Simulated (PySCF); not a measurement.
Static response to an electric field

Compound: C₃H₅N₃Si.
Cartesian coordinates in Å at the GFN2-xTB level; atoms count from 1:
```
atom  x, y, z in Å
C1     1.6576   -0.0427   -0.0799
Si2   -0.2245    0.0503    0.0681
N3    -0.9871   -0.6251   -1.3110
C4    -0.8649    1.8056    0.1720
N5    -1.2586    2.8781    0.2343
C6    -0.7521   -0.6979    1.7106
N7    -1.0826   -1.1836    2.6937
H8     2.0079    0.5193   -0.9408
H9     2.1436    0.3640    0.8025
H10    1.9917   -1.0705   -0.1939
H11   -1.9765   -0.5160   -1.4623
H12   -0.6533   -1.4821   -1.7192
```

Level: PBE0/def2-SVPD (PySCF), static field, nuclei fixed, core orbitals frozen in the response. The polarisability tensor in these axes (au):

```
x   68.38 -3.53 -3.90
y   -3.53 76.27 -4.54
z   -3.90 -4.54 74.20
```

Problem. Diagonalise the tensor; give its mean and Δα, where Δα² is half the sum of the squared differences of the eigenvalues.

Solution. Principal values 64.11, 74.84 and 79.90 au; mean 72.95 au = 10.81 Å³ = 12.03 × 10⁻⁴⁰ C²·m²/J; Δα = 13.97 au (19 % of the mean).

Problem. What is the dipole moment, and where does it point?

Solution. (2.30, -2.72, -3.80) D, 5.21 D in size, pointing from the negative to the positive side. Measured along this direction, the outermost atoms are N5 at the negative end and H12 at the positive end.

Problem. Give the principal axes and the span of the nuclei along them.

Solution. Largest value along (-0.04, 0.79, -0.61), where the nuclei span 4.72 Å; middle along (-0.63, 0.45, 0.63), 4.10 Å; least along (0.78, 0.41, 0.48), 4.65 Å. 

Problem. Refractivity n − 1 of an ideal gas of it at 298.15 K and 1 atm, from the electronic α?

Solution. N = p/kT = 2.4615 × 10¹⁹ cm⁻³, so n − 1 = 2π × N × 10.81 × 10⁻²⁴ cm³ = 1672 × 10⁻⁶ at long wavelengths, for an ideal gas.

Problem. Find the Langevin capture rate constant for H3O+ (19.018 u) meeting this molecule (111.025 u), k = 2.342 × 10⁻⁹ cm³/s × √(α in Å³ / reduced mass in u).

Solution. The reduced mass is 16.24 u, so k = 1.91 × 10⁻⁹ cm³/s. The formula leaves out the permanent dipole, which adds to the capture rate.

Problem. Molar refractivity from α?

Solution. Lorentz–Lorenz: R = (4π/3)N_A α = 2.5225 cm³/(mol·Å³) × 10.81 Å³ = 27.3 cm³/mol, in the limit of long wavelengths.

Geometry: GFN2-xTB, one conformer, isolated molecule.
